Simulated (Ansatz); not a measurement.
`N[SiH2]O[SiH](N)F` → `N[SiH]([O])F`• + `N[SiH2]`•  (homolysis of the O–Si bond)

Calculated with Ansatz (gas phase, PBE0-D4/def2-TZVP geometries, no zero-point term in ΔE). CCSD(T)/CBS adds triple-zeta CCSD(T) − MP2 to the extrapolated MP2 energy (def2 sets, frozen cores). This one scheme is used for every species. DFT in def2-TZVPP. B3LYP here is the variant with VWN-RPA as its local correlation; programs differ in this. No spin–orbit coupling; open shells (•) take unrestricted orbitals. Each species was taken in one conformer, which may not be the lowest.

**Question.** What is ΔE at CCSD(T)/CBS? (An estimate is asked.)

**Answer.** Computed: +6.18 eV.

**Question.** What do these levels give: ωB97X-V, PBE, r2SCAN, PBE0, B3LYP, MP2/def2-TZVPP, SCS-MP2/def2-TZVPP, HF/def2-QZVPP, MP2/def2-QZVPP, SCS-MP2/def2-QZVPP, HF/CBS(def2), CCSD/CBS(def2)? (An estimate is asked.)

**Answer.** The calculation gave: ωB97X-V 5.98, PBE 5.28, r2SCAN 5.52, PBE0 5.61, B3LYP 5.49, MP2/def2-TZVPP 6.48, SCS-MP2/def2-TZVPP 6.34, HF/def2-QZVPP 4.88, MP2/def2-QZVPP 6.59, SCS-MP2/def2-QZVPP 6.45, HF/CBS(def2) 4.88, CCSD/CBS(def2) 6.13 eV.

Largest T1 diagnostic among the species: 0.025.

From PBE to PBE0 (25 % exact exchange), in def2-TZVPP and without D4, ΔE moves by +0.32 eV. In def2-TZVPP, CCSD(T) changes the Hartree–Fock value by +1.15 eV (the triples alone add +0.05 eV) and MP2 by +1.62 eV; breaking electron pairs costs correlation energy, which Hartree–Fock lacks.
